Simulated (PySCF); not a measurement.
Worked example: oscillator strength and radiative lifetime

Si(H)(OH)2(NH2) (H5NO2Si), SMILES O[SiH](O)N.

Geometry: B3LYP-D3(BJ)/def2-SVP. Other conformers were not sampled.

TDDFT-ωB97X/def2-SVPD run with PySCF puts the first singlet state with f over 0.02 at 7.43 eV (vertical), with the transition dipole (-0.480, 0.402, -0.035) in atomic units.

Question: Find the oscillator strength, the wavelength and the radiative lifetime that this transition would have in vacuum if emission retraced absorption.

Answer: 
|μ|² = 0.3932 au, so |μ| = 1.59 D. ΔE = 7.43/27.211 = 0.2730 hartree. f = (2/3) ΔE |μ|² = 0.072 (the program prints 0.072).
λ = 1239.84/7.43 = 167 nm; ν = 59927 cm⁻¹.
Einstein's coefficient A = 0.6670 ν² f s⁻¹ (ν in cm⁻¹) = 1.7e8 s⁻¹, so τ = 1/A = 5.8 ns. This state is S1. The figure is the radiative limit of this one transition; relaxation, internal conversion, crossing to triplets and a medium change what is measured.
